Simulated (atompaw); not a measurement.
Ranking PAW (atompaw) potentials for iodine (I)

All share these settings but for the change named:

atompaw 4.2.0.5 input, output lines left out:

```
I 53
GGA-PBE scalarrelativistic loggrid 1500 logderivrange -15 5 501
5 5 4 0 0 0
5 1 5
0 0 0
c
c
c
v
v
c
c
v
v
c
v
2
1.50 1.45 1.25 1.45
n
n
y
0.25
n
custom rrkj gramschmidtortho sinc
bessel
1.35
1.30
1.50
1.50
0.95
1.50
```

Cutoff: the first of the cutoffs (Ry, on a coarse ladder) from which the occupation-weighted sum of valence levels, in a spherical-Bessel basis at the reference potential, stays within 10 and 1 mRy of its value at 400 Ry; the density cutoff is not measured.

The base gives 160 Ry.

Of 11 variants that were run, those that failed, showed a ghost or another fault, or gave nearly equal values are left out.

A variant can come out equal or close to the base.

Rank these variants from softest to hardest (loose cutoff).
A. wave 4d channel at 0.25 Ry: rc 1.50 bohr becomes 4d channel at -3.46 Ry: rc 1.50 bohr
B. core [Kr], valence charge 17; reference 4d10 5s2 5p5; waves now 5s (bound): rc 1.80 bohr; 5s channel at 1.6 Ry: rc 1.80 bohr; 5p (bound): rc 1.80 bohr; 5p channel at 1.2 Ry: rc 1.80 bohr; 4d (bound): rc 1.50 bohr; 4d channel at -3.15 Ry: rc 1.80 bohr; core correction smooth core density matched at 1.20 bohr; augmentation sinc compensation charge, radius 1.30 bohr; PAW radius 1.80 bohr; waves and projectors: custom rrkj gramschmidtortho
C. wave 5s (bound): rc 1.30 bohr becomes 5s (bound): rc 1.44 bohr

B (70 Ry), A (140 Ry), C (160 Ry).
